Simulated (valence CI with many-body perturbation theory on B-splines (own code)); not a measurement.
E1 transitions of Ru3+

Calculated by relativistic CI+MBPT: five valence electrons over a frozen Dirac-Fock core [Kr], radial functions for each j: 7 s, 7 p, 8 d, 6 f, 4 g, 1 h, with the one-electron correlation potential Σ1, the two-electron term Σ2, the three-electron term Σ3, Breit, model QED; selected CI, second order for the rest, scaled by the run's own slope (own B-spline code, finite nucleus).

No measured levels were compared; by estimate terms of the open shell hold to 2 to 4 % of their energy, and close levels can change places; different configurations can be misplaced against each other by 1,000 to 8,000 cm⁻¹. Among the levels kept, up to 2700 cm⁻¹ of a level comes from second order outside the variational space, and about a tenth of that is noise between levels of different J, which matters for small intervals.

Lines 301 to 350 of 573 in falling wavelength, among levels below 175996 cm⁻¹, chosen from the strongest by gf and those to the six lowest levels. Wavelengths and rates use the calculated energies, so an error of 2000 cm⁻¹ moves a line at 163.7 nm by 3.3 % and its rate by three times that or more. Electric multipoles are in the length gauge, E1 and E2 with the static RPA response of the core. Weak lines are less certain than strong ones. Lines between different terms over intervals too small for the method are left out, as are lines whose strength nearly cancels. Where a level lies close to another of its J and parity, the split of strength between their lines is uncertain. The highest levels of a list are the least certain.

Names give the largest LS component (configuration and term), which can be under half, so a name can repeat, a term be missing and a line seem to break the LS rules; names also repeat where a configuration has a term twice. Letters in brackets count levels of one name in rising energy.

| λ vac (nm) | Upper | Lower | A (s⁻¹) | S (a.u.) |
| --- | --- | --- | --- | --- |
| 163.7 | 4d⁴5p ⁶D°_5/2 | 4d⁴5s ⁶D_3/2 | 3.54e+08 | 4.60e+00 |
| 163.5 | 4d⁴5p ²H°_11/2 [d] | 4d⁴5s ²I_13/2 | 2.30e+08 | 5.94e+00 |
| 163.0 | 4d⁴5p ⁶D°_9/2 | 4d⁴5s ⁶D_7/2 | 2.69e+08 | 5.75e+00 |
| 162.9 | 4d⁴5p ²H°_11/2 [c] | 4d⁴5s ²H_11/2 | 6.19e+07 | 1.59e+00 |
| 162.5 | 4d⁴5p ²F°_5/2 [a] | 4d⁴5s ⁴F_5/2 [a] | 8.16e+07 | 1.04e+00 |
| 162.4 | 4d⁴5p ⁴P°_5/2 [a] | 4d⁴5s ⁶D_7/2 | 1.27e+08 | 1.61e+00 |
| 162.1 | 4d⁴5p ⁴G°_11/2 [c] | 4d⁴5s ⁴G_11/2 | 3.12e+08 | 7.87e+00 |
| 162.0 | 4d⁴5p ⁶D°_7/2 | 4d⁴5s ⁶D_5/2 | 3.70e+08 | 6.21e+00 |
| 161.8 | 4d⁴5p ⁶D°_3/2 | 4d⁴5s ⁶D_5/2 | 2.64e+08 | 2.21e+00 |
| 161.0 | 4d⁴5p ⁶D°_1/2 | 4d⁴5s ⁶D_3/2 | 3.83e+08 | 1.58e+00 |
| 160.9 | 4d⁴5p ⁴S°_3/2 | 4d⁴5s ⁴P_3/2 [a] | 1.95e+08 | 1.60e+00 |
| 160.8 | 4d⁴5p ²G°_9/2 [a] | 4d⁴5s ⁴F_9/2 [a] | 5.90e+07 | 1.21e+00 |
| 159.0 | 4d⁴5p ²H°_11/2 [b] | 4d⁴5s ⁴H_13/2 | 8.60e+07 | 2.05e+00 |
| 158.6 | 4d⁴5p ⁶D°_3/2 | 4d⁴5s ⁶D_1/2 | 1.67e+08 | 1.31e+00 |
| 158.3 | 4d⁴5p ⁴H°_13/2 [b] | 4d⁴5s ⁴H_13/2 | 9.70e+07 | 2.66e+00 |
| 158.1 | 4d⁴5p ⁴P°_5/2 [a] | 4d⁴5s ⁶D_3/2 | 9.34e+07 | 1.09e+00 |
| 157.4 | 4d⁴5p ⁴F°_7/2 [a] | 4d⁴5s ⁶D_7/2 | 1.29e+08 | 1.98e+00 |
| 156.9 | 4d⁴5p ⁴F°_9/2 [a] | 4d⁴5s ⁶D_9/2 | 2.62e+08 | 5.00e+00 |
| 156.1 | 4d⁴5p ²H°_9/2 [b] | 4d⁴5s ⁴G_11/2 | 6.42e+07 | 1.20e+00 |
| 155.7 | 4d⁴5p ⁴F°_7/2 [d] | 4d⁴5s ⁴G_9/2 | 1.31e+08 | 1.96e+00 |
| 155.6 | 4d⁴5p ⁴F°_5/2 [e] | 4d⁴5s ⁴G_7/2 | 1.34e+08 | 1.50e+00 |
| 155.5 | 4d⁴5p ⁴D°_7/2 [d] | 4d⁴5s ⁴F_9/2 [a] | 8.83e+07 | 1.31e+00 |
| 155.2 | 4d⁴5p ²F°_5/2 [a] | 4d⁴5s ⁴H_7/2 | 1.04e+08 | 1.15e+00 |
| 155.1 | 4d⁴5p ²G°_7/2 [b] | 4d⁴5s ⁴H_9/2 | 8.92e+07 | 1.31e+00 |
| 154.8 | 4d⁴5p ²G°_9/2 [a] | 4d⁴5s ⁴H_11/2 | 1.14e+08 | 2.09e+00 |
| 154.8 | 4d⁴5p ⁴F°_9/2 [d] | 4d⁴5s ⁴G_11/2 | 7.92e+07 | 1.45e+00 |
| 153.4 | 4d⁴5p ⁴F°_9/2 [b] | 4d⁴5s ⁴D_7/2 [a] | 6.74e+07 | 1.20e+00 |
| 153.2 | 4d⁴5p ²F°_7/2 [b] | 4d⁴5s ⁴H_9/2 | 8.36e+07 | 1.19e+00 |
| 151.7 | 4d⁴5p ⁴G°_9/2 [d] | 4d⁴5s ⁴H_11/2 | 6.03e+07 | 1.04e+00 |
| 151.5 | 4d⁴5p ⁴G°_5/2 [d] | 4d⁴5s ⁴H_7/2 | 1.46e+08 | 1.50e+00 |
| 151.2 | 4d⁴5p ⁴G°_11/2 [c] | 4d⁴5s ⁴H_13/2 | 1.01e+08 | 2.07e+00 |
| 89.66 | 4d⁴5p ²G°_7/2 [d] | 4d⁵ ²G_7/2 [b] | 2.12e+08 | 6.05e-01 |
| 89.07 | 4d⁴5p ²G°_9/2 [b] | 4d⁵ ²G_9/2 [b] | 3.90e+08 | 1.36e+00 |
| 86.55 | 4d⁴5p ⁴D°_3/2 [a] | 4d⁵ ⁴F_5/2 | 4.70e+08 | 6.02e-01 |
| 86.26 | 4d⁴5p ⁴P°_3/2 [a] | 4d⁵ ⁴P_5/2 | 3.01e+08 | 3.81e-01 |
| 86.10 | 4d⁴5p ²H°_9/2 [c] | 4d⁵ ²G_7/2 [b] | 2.09e+08 | 6.59e-01 |
| 85.44 | 4d⁴5p ⁴D°_5/2 [a] | 4d⁵ ⁴F_7/2 | 3.97e+08 | 7.34e-01 |
| 85.01 | 4d⁴5p ⁴D°_7/2 [a] | 4d⁵ ⁴F_9/2 | 6.18e+08 | 1.50e+00 |
| 84.91 | 4d⁴5p ⁶F°_7/2 | 4d⁵ ⁴G_9/2 | 1.88e+07 | 4.55e-02 |
| 84.90 | 4d⁴5p ⁶P°_3/2 | 4d⁵ ⁴P_5/2 | 8.70e+07 | 1.05e-01 |
| 83.88 | 4d⁴5p ⁴P°_5/2 [a] | 4d⁵ ⁴D_7/2 | 4.25e+08 | 7.42e-01 |
| 83.76 | 4d⁴5p ⁶F°_9/2 | 4d⁵ ⁴G_11/2 | 2.98e+07 | 8.63e-02 |
| 82.70 | 4d⁴5p ⁶D°_3/2 | 4d⁵ ⁴P_5/2 | 3.98e+08 | 4.45e-01 |
| 82.39 | 4d⁴5p ²I°_13/2 [a] | 4d⁵ ²H_11/2 | 2.30e+08 | 8.89e-01 |
| 82.22 | 4d⁴5p ⁴P°_5/2 [a] | 4d⁵ ⁴P_5/2 | 1.78e+08 | 2.93e-01 |
| 82.18 | 4d⁴5p ²F°_5/2 [c] | 4d⁵ ²D_3/2 [b] | 4.83e+08 | 7.93e-01 |
| 81.85 | 4d⁴5p ²G°_7/2 [a] | 4d⁵ ²D_5/2 [a] | 2.64e+08 | 5.71e-01 |
| 81.84 | 4d⁴5p ⁴H°_11/2 [b] | 4d⁵ ²G_9/2 [a] | 1.61e+08 | 5.22e-01 |
| 81.71 | 4d⁴5p ²I°_11/2 [a] | 4d⁵ ²H_9/2 | 2.88e+08 | 9.29e-01 |
| 81.69 | 4d⁴5p ⁴F°_9/2 [a] | 4d⁵ ⁴D_7/2 | 2.04e+08 | 5.48e-01 |
